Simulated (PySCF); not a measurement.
An unknown is described by computed data only.

Formula: C6HF3N2.

| Item | Value |
| --- | --- |
| UV, strongest line | among the 6 lowest singlet transitions: S5 at 7.43 eV (167 nm, f = 0.009) [TDDFT PBE0/def2-SVPD] |
| 13C NMR | chemical shifts (computed TMS as zero) by class: 131.3 (1 C), 112.4 (2 C), 87.6 (1 C), 71.7 (1 C), 33.4 (1 C) ppm [GIAO PBE0/pcSseg-1] |
| UV, first state | lowest singlet excitation: 6.49 eV (191 nm, f = 0.000) [TDDFT PBE0/def2-SVPD] |
| Triplet | lowest triplet excitation (Tamm–Dancoff): 5.26 eV [TDA PBE0/def2-SVPD] |
| 1H NMR | chemical shifts (computed TMS as zero) by class: 2.34 (1 H) ppm [GIAO PBE0/pcSseg-1] |
| Rotational structure | rotational constants A, B, C: 1.227, 1.076, 1.070 GHz [GFN2-xTB] |
| Dipole | 3.59 D [PBE0/def2-SVPD] |
| Polarisability | 74.0 au [PBE0/def2-SVPD] |
| NMR, other nuclei | isotropic shieldings of nuclei other than C and H, by class: -50 (2 N), 249 (3 F) ppm [GIAO PBE0/pcSseg-1] |

Gas-phase values; electronic properties from PySCF, density fitting. Levels stand in brackets. Geometry: GFN2-xTB; no solvent, vibrations or thermal averaging. NMR classes are plain means over equivalent atoms (diastereotopic ones count apart unless rotation or inversion swaps them), as if these changed places fast.

Problem. Give a SMILES that accounts for the data.

Solution. Numbering: `[CH:1]#[C:2][C:3]([C:4]#[N:5])([C:6]#[N:7])[C:8]([F:9])([F:10])[F:11]`. Its formula, C6HF3N2, gives 6 degrees of unsaturation: 0 rings and 6 π bonds in the structure found. 6 carbons fall into 5 classes; from least to most shielded: CF3 carbon [C8] (131.3 ppm), nitrile carbon [C4/C6] (112.4 ppm, 2 C), terminal alkyne carbon [C1] (87.6 ppm), alkyne carbon [C2] (71.7 ppm), sp3 carbon next to a nitrile [C3] (33.4 ppm). The one hydrogen (2.34 ppm): alkyne hydrogen. The other shieldings belong to: -50 ppm, nitrile nitrogen [N5/N7]; 249 ppm, fluorine of a CF3 group [F9/F10/F11]. The optimised geometry has point group Cs and is an asymmetric top. Structure: `C#CC(C#N)(C#N)C(F)(F)F`. The assignments are read from this structure; whether some other isomer fits the data as well wasn't checked.

Conformer computed: `[CH:1]#[C:2][C:3]([C:4]#[N:5])([C:6]#[N:7])[C:8]([F:9])([F:10])[F:11]`: C2–C3–C8–F9 60°.
